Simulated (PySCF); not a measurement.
Species: `ClC[C@@H]1C[SiH2]O[SiH2]1`. The columns A, B, C and D hold Mulliken, IAO, Hirshfeld and ESP-fitted charges (e) of one PBE0/pcSseg-1 density (PySCF), in a shuffled order. Coordinates in Å (GFN2-xTB); the density's dipole moment is (-1.66, -1.16, -2.20) D.

```tsv
atom	x	y	z	A	B	C	D
Cl1	-0.740	-0.853	2.094	-0.162	-0.103	-0.021	-0.116
C2	-1.596	-0.792	0.534	-0.141	-0.228	-0.033	-0.429
C3	-0.774	-0.057	-0.509	-0.585	-0.391	-0.117	+0.117
C4	0.516	-0.827	-0.850	-0.497	-0.561	-0.168	-0.404
Si5	1.968	-0.082	0.145	+0.868	+0.990	+0.391	+0.574
O6	1.313	1.398	0.446	-0.737	-0.887	-0.319	-0.466
Si7	-0.248	1.695	0.095	+0.900	+0.983	+0.386	+0.521
H8	-1.788	-1.829	0.249	+0.163	+0.156	+0.046	+0.199
H9	-2.543	-0.284	0.719	+0.164	+0.158	+0.048	+0.183
H10	-1.412	-0.005	-1.399	+0.154	+0.149	+0.042	+0.030
H11	0.727	-0.707	-1.914	+0.150	+0.153	+0.042	+0.108
H12	0.377	-1.897	-0.686	+0.143	+0.146	+0.035	+0.118
H13	2.253	-0.719	1.422	-0.092	-0.137	-0.085	-0.094
H14	3.148	0.179	-0.673	-0.114	-0.146	-0.083	-0.121
H15	-0.917	2.125	1.313	-0.097	-0.134	-0.080	-0.093
H16	-0.292	2.663	-0.996	-0.117	-0.148	-0.084	-0.126
```

Question: Which column most likely holds the ESP-fitted charges?

Answer: D. Σ q r misses the density's dipole by 0.07 D (D), 0.32 D (B), 1.41 D (A), 1.77 D (C). Charges fitted to the outside potential are the only set here that is tied to the molecule's multipoles.

Question: And the Hirshfeld charges?

Answer: C. The mean sizes are 0.124 e (C), 0.231 e (D), 0.318 e (A), 0.342 e (B), and Hirshfeld charges are commonly the smallest of these schemes.

As computed, A = Mulliken, B = IAO, C = Hirshfeld, D = ESP-fitted. Hydrogens on carbon: Mulliken +0.14 to +0.16, IAO +0.15 to +0.16, Hirshfeld +0.04 to +0.05, ESP-fitted +0.03 to +0.20 e.

The Mulliken scheme counts on each atom the diagonal of the density matrix times the overlap matrix over that atom's basis functions. The ESP scheme fits charges at the nuclei, held to the total charge, to the electrostatic potential on points at 1.4 to 2.0 times the van der Waals radii.

One conformer (not necessarily the lowest) at the GFN2-xTB geometry, without solvent, vibrations or thermal averaging.

The run behind these numbers computed NMR shieldings as well. Time: 23 s wall; peak memory 0.84 GiB. Hardware: one thread of an Arm Neoverse V2, shared host.
